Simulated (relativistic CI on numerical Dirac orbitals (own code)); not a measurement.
**Electric-dipole transitions in Re³⁹⁺**

Method of calculation: Dirac-Coulomb-Breit CI, separate exchange-only KLI orbitals for each configuration, model QED (radiative potential, 1s self-energy scaled to tabulated hydrogen-like ionisation energies), unscaled Slater integrals (own radial code, finite nucleus).

Configuration list (outside the closed core [Ar] 3d10): 4s2.4p6, 4s2.4p5.4d, 4s.4p6.4d, 4s2.4p5.4f, 4s.4p6.4f, 4p6.4d.4f, 4s2.4p5.5s, 4p6.4d2, 4p5.4d3, 4p5.4d2.4f, 4p5.4d2.5s, 4p6.4f2, 4p5.4d.4f2, 4p5.4f3, 4p5.4f2.5s. Double excitations out of closed p, d and f shells are left out; levels of such configurations are missing from the list, as are those of other unlisted configurations, and high levels can miss mixing partners.

| λ vac (Å) | Lower | Upper | A (s⁻¹) | log gf | S velocity/length |
| --- | --- | --- | --- | --- | --- |
| 44.081 | 4p6.4d2 1G_4 [40] | 4p5.4d3 1G°_4 [159] | 3.22e+12 | 0.93 | 0.77 |
| 44.299 | 4s2.4p6 1S_0 [1] | 4s2.4p5.4d 1P°_1 [12] | 2.92e+12 | 0.41 | 0.73 |
| 44.639 | 4p6.4d2 3F_4 [42] | 4p5.4d3 3G°_5 [168] | 1.66e+12 | 0.74 | 0.83 |
| 44.724 | 4p6.4d2 3F_4 [42] | 4p5.4d3 3F°_4 [167] | 2.82e+12 | 0.88 | 0.79 |
| 45.947 | 4p6.4d2 3F_2 [36] | 4p5.4d3 3F°_2 [139] | 2.49e+12 | 0.60 | 0.84 |
| 47.995 | 4p6.4d2 1G_4 [40] | 4p5.4d3 1H°_5 [145] | 1.23e+12 | 0.67 | 0.88 |
| 52.981 | 4p6.4d2 3F_2 [36] | 4p6.4d.4f 3G°_3 [122] | 1.46e+12 | 0.63 | 0.89 |
| 53.955 | 4s2.4p5.4d 3P°_1 [3] | 4s.4p6.4d 3D_1 [22] | 8.52e+11 | 0.05 | 0.78 |
| 55.137 | 4s2.4p5.4d 1D°_2 [7] | 4s.4p6.4d 1D_2 [25] | 5.84e+11 | 0.12 | 0.81 |
| 55.865 | 4s2.4p5.4d 3F°_4 [6] | 4s.4p6.4d 3D_3 [24] | 6.15e+11 | 0.30 | 0.93 |
| 57.038 | 4s2.4p5.4f 3G_5 [18] | 4s.4p6.4f 3F°_4 [32] | 7.67e+11 | 0.53 | 0.75 |
| 57.319 | 4s2.4p5.4f 3G_4 [17] | 4s.4p6.4f 3F°_3 [31] | 7.06e+11 | 0.39 | 0.77 |
| 57.344 | 4s2.4p5.4d 3F°_2 [10] | 4s2.4p5.4f 3G_3 [26] | 5.21e+11 | 0.25 | 0.98 |
| 57.785 | 4s2.4p5.4d 3F°_3 [4] | 4s2.4p5.4f 3G_4 [17] | 5.06e+11 | 0.36 | 1.02 |
| 58.051 | 4s2.4p5.4d 3D°_3 [8] | 4s.4p6.4d 3D_3 [24] | 4.27e+11 | 0.18 | 0.84 |
| 61.464 | 4s2.4p6 1S_0 [1] | 4s2.4p5.4d 3D°_1 [9] | 7.82e+11 | 0.12 | 0.65 |
| 61.563 | 4s2.4p5.4d 3P°_2 [11] | 4s2.4p5.4f 3D_3 [27] | 5.32e+11 | 0.33 | 0.83 |
| 61.873 | 4s2.4p5.4d 3F°_4 [6] | 4s2.4p5.4f 3G_5 [18] | 4.44e+11 | 0.45 | 1.03 |
| 62.262 | 4s2.4p5.4d 3D°_3 [8] | 4s2.4p5.4f 3F_4 [20] | 4.12e+11 | 0.33 | 0.95 |
| 62.273 | 4s2.4p5.4d 3F°_3 [13] | 4s2.4p5.4f 3G_4 [29] | 4.46e+11 | 0.37 | 0.98 |

Terms are leading LS components. Brackets give the number of a level in order of energy, since labels repeat. The list gives strong lines, with weight on those to low levels, among the lowest 200 of 1757 levels, so that lines to higher ones, which can be the strongest, are missing. Levels whose partners in the same complex of configurations lie outside the list can be far off, and so can their lines. Rates are taken at the computed energies, electric ones in the length gauge. A velocity-to-length ratio far from 1 marks an uncertain rate.

At this charge energies of transitions that change n are usually good to better than 1 %, and those within a shell (Δn = 0) to a few per cent.

LS names give the leading component of a level, which can be under half, so a name can repeat, a term be missing and a line seem to break the LS rules.
